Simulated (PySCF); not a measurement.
# Scalar relativity in S⁺ (sulfur, charge +1)

[Ne] 3s2 3p3, high-spin 4S determinant; UHF calculated with PySCF 2.14 in dyall-acv3z, once non-relativistic with a point nucleus and once with spin-free X2C-1e and a Gaussian nucleus.

```tsv
shell	ε non-rel. (eV)	rms r non-rel. (bohr, spins averaged)
1s α	-2515.7	0.1126
1s β	-2514.8	0.1126
2s α	-256.96	0.5179
2s β	-256.10	0.5179
2p α	-194.11	0.4916
2p β	-192.49	0.4916
3s α	-38.436	1.785
3s β	-29.055	1.785
3p α	-23.468	2.029
```

(1) How does scalar relativity move these shells?

The total energy goes from -397.1735 to -398.2589 hartree.

Ionisation energy, S⁺ [Ne] 3s2 3p3 (4S) → S²⁺ [Ne] 3s2 3p2 (3P) (eV):

```tsv
method	non-relativistic	spin-free X2C	shift
UHF	22.723	22.711	-0.013
LDA	23.405	23.392	-0.013
PBE	23.315	23.302	-0.013
PBE0	23.383	23.370	-0.013
r2SCAN	23.533	23.520	-0.012
MP2 (valence)	23.352	23.340	-0.012
SCS-MP2 (valence)	23.163	23.150	-0.012
MP2 (valence and next inner shell)	23.391	23.378	-0.013
SCS-MP2 (valence and next inner shell)	23.198	23.185	-0.013
CCSD (valence)	23.281	23.271	-0.010
CCSD(T) (valence)	23.323	23.312	-0.011
```

Relativity contracts and stabilises s shells directly. The contracted s shells screen the nucleus better, so for spin-averaged p shells the direct and indirect effects partly cancel.

## Answers

(1) 1s α: ε -2523.6 eV, radius -0.52 %; 1s β: ε -2522.7 eV, radius -0.52 %; 2s α: ε -258.32 eV, radius -0.41 %; 2s β: ε -257.45 eV, radius -0.41 %; 2p α: ε -194.10 eV, radius -0.12 %; 2p β: ε -192.48 eV, radius -0.12 %; 3s α: ε -38.569 eV, radius -0.30 %; 3s β: ε -29.189 eV, radius -0.30 %; 3p α: ε -23.454 eV, radius -0.02 %.
